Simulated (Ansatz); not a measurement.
`N[AsH]N[SiH3]` + H₂ → `N[AsH2]` + `N[SiH3]` at 600 K and 1 bar (hydrogenolysis of the As–N bond).

Gas-phase electronic energies from Ansatz, PBE0-D4/def2-TZVP geometries. CBS: MP2 limit from def2 TZ/QZ plus the TZ coupled-cluster correction, frozen cores. This one scheme is used for every species. For As outer-core shells are correlated without core-valence functions, which leaves a few kJ/mol of doubt a bond. Scalar relativity is left out up to krypton. One conformer a species, not always the lowest.

```csv
species,CCSD(T)/CBS energy (Eh),H − E (kJ/mol),S (J/(mol·K))
`N[AsH]N[SiH3]`,-2637.72137,264.3,460.4
H₂,-1.17544,43.9,150.8
`N[AsH2]`,-2292.09958,143.7,315.6
`N[SiH3]`,-346.80422,170.6,320.8
```

H − E and S are ideal-gas, rigid-rotor, harmonic terms from PBE0-D4/def2-TZVP, for one conformer and one mirror image of each species. For small species the MP2-based limit differs from directly extrapolated CCSD(T) by up to some mEh (0.8 for H₂); such offsets cancel only in part. 1 Eh = 2625.50 kJ/mol, R = 8.31446 J/(mol·K).

By hand: ΔE, ΔH, ΔS and ΔG.

ΔE = (-2292.09958) + (-346.80422) − (-2637.72137) − (-1.17544) = -0.00699 Eh = -18.4 kJ/mol. Δ(H − E) = 143.7 + 170.6 − 264.3 − 43.9 = 6.1, so ΔH = -12.3 kJ/mol. ΔS = 315.6 + 320.8 − 460.4 − 150.8 = 25.2 J/(mol·K). ΔG = -12.3 − 600 × (25.2)/1000 = -27.4 kJ/mol.

By hand: the equilibrium constant, and the temperature at which ΔG would vanish if ΔH and ΔS stayed fixed.

log₁₀ K = −ΔG/(RT ln 10) = 2.4. ΔH and −TΔS have one sign here, so there is no such temperature.

TΔS isn't small against ΔH here. A doubt of 5 kJ/mol in ΔE shifts log₁₀ K by 0.4 here. Other conformers and mirror images would add mixing entropy, several J/(mol·K) or more a flexible species. Modes under 60 cm⁻¹, often nearly free rotors, make the harmonic entropy too high. These are equilibria of isolated gas molecules and say nothing of rates. Largest T1 diagnostic: 0.011 (customary marks: 0.02 for closed shells, 0.045 for open ones).
